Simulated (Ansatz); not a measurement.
`CCOC` and `COCS[SiH3]` differ in one atom or group.

Ansatz, PBE0-D4/def2-TZVP geometries, multiplicity 1. Each molecule was computed in one conformer, which needn't be the lowest.

| property | `CCOC` |
| --- | --- |
| LUMO energy (B3LYP/def2-TZVPP) / eV | 1.01 |
| size of the dipole moment (PBE/def2-TZVPP) / D | 1.01 |
| HOMO energy (B3LYP/def2-TZVPP) / eV | -7.14 |
| LUMO energy (PBE/def2-TZVPP) / eV | 0.55 |
| HOMO energy (ωB97M-V/def2-TZVPP) / eV | -9.78 |
| HOMO energy (PBE/def2-TZVPP) / eV | -5.78 |

**Question.** What does the change do to each property? (Estimate.)

**Answer.** Computed: 
| property | `COCS[SiH3]` | shift |
| --- | --- | --- |
| LUMO energy (B3LYP/def2-TZVPP) / eV | 0.03 | -0.98 |
| size of the dipole moment (PBE/def2-TZVPP) / D | 1.20 | 0.19 |
| HOMO energy (B3LYP/def2-TZVPP) / eV | -6.91 | 0.23 |
| LUMO energy (PBE/def2-TZVPP) / eV | -0.66 | -1.21 |
| HOMO energy (ωB97M-V/def2-TZVPP) / eV | -9.35 | 0.43 |
| HOMO energy (PBE/def2-TZVPP) / eV | -5.94 | -0.16 |

With PBE0 the HOMO rises by 0.21 eV and the LUMO falls by 1.12 eV, so the gap narrows by about 1.33 eV. PBE moves the HOMO by -0.16 eV and ωB97M-V by 0.43 eV. Dipoles are sizes alone; their direction can turn.

B3LYP here is the variant with VWN-RPA as its local correlation; programs differ in this.
